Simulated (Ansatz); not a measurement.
Consider the silylene formation by 1,1-elimination: `O[SiH2]C[SiH2]O` → `OC[SiH2]O` + `[SiH2]`.

Isolated molecules relaxed with PBE0-D4/def2-TZVP in Ansatz; ΔE leaves out vibrations. CCSD(T)/CBS is the MP2 limit (def2-TZVPP, def2-QZVPP) plus CCSD(T) − MP2 in def2-TZVPP, frozen cores. This one scheme is used for every species. DFT in def2-TZVPP. B3LYP here is the variant with VWN-RPA as its local correlation; programs differ in this. One conformer a species, not always the lowest.

`O[SiH2]C[SiH2]O`:

Cartesian coordinates in Å:
```
O 0.542 -1.475 1.552
Si 1.223 -0.041 1.129
C 0.821 0.370 -0.656
Si -0.999 0.482 -0.987
O -1.681 -0.808 -0.184
H -0.350 -1.588 1.203
H 0.734 1.084 1.978
H 2.686 -0.186 1.332
H 1.265 -0.394 -1.302
H 1.281 1.331 -0.915
H -1.558 1.757 -0.458
H -1.334 0.399 -2.435
H -2.628 -0.933 -0.258
```

`OC[SiH2]O`:

```xyz
10

O     1.735   -0.091    0.672
C     0.966    0.335   -0.445
Si   -0.758   -0.415   -0.376
O    -1.332   -0.188    1.163
H     1.185   -0.020    1.458
H     1.494    0.004   -1.344
H     0.917    1.433   -0.501
H    -1.659    0.222   -1.379
H    -0.702   -1.882   -0.581
H    -1.845    0.602    1.334
```

`[SiH2]`:

Z-matrix (Å, degrees):
```
Si
H 1 1.525
H 1 1.525 2 91.2
```

| level | ΔE (eV) | difference from CCSD(T)/CBS |
| --- | --- | --- |
| PBE-D4 | 4.66 | -0.16 |
| r2SCAN-D4 | 4.99 | 0.17 |
| PBE0-D4 | 4.83 | 0.01 |
| B3LYP-D4 | 4.68 | -0.14 |
| ωB97X-V | 4.83 | 0.01 |
| ωB97M-V | 4.74 | -0.08 |
| B2PLYP | 4.71 | -0.11 |
| PBE | 4.55 | -0.27 |
| r2SCAN | 4.96 | 0.14 |
| PBE0 | 4.73 | -0.09 |
| B3LYP | 4.50 | -0.32 |
| HF/def2-TZVPP | 4.57 | -0.25 |
| MP2/def2-TZVPP | 5.04 | 0.22 |
| SCS-MP2/def2-TZVPP | 4.84 | 0.02 |
| CCSD/def2-TZVPP | 4.68 | -0.14 |
| CCSD(T)/def2-TZVPP | 4.72 | -0.10 |
| HF/def2-QZVPP | 4.58 | -0.24 |
| MP2/def2-QZVPP | 5.10 | 0.28 |
| SCS-MP2/def2-QZVPP | 4.90 | 0.08 |
| HF/CBS(def2) | 4.58 | -0.24 |
| MP2/CBS(def2) | 5.14 | 0.32 |
| CCSD/CBS(def2) | 4.77 | -0.05 |
| CCSD(T)/CBS | 4.82 | 0 |

Largest T1 diagnostic among the species: 0.014.

In def2-TZVPP, CCSD(T) changes the Hartree–Fock value by +0.15 eV (the triples alone add +0.04 eV) and MP2 by +0.47 eV. From PBE to PBE0 (25 % exact exchange), in def2-TZVPP and without D4, ΔE moves by +0.18 eV. The D4 term adds +0.18 eV with B3LYP and +0.10 eV with PBE0; it sums over pairs of atoms, weighted by their polarisabilities, and B3LYP, whose exchange is more repulsive, gets the larger term.
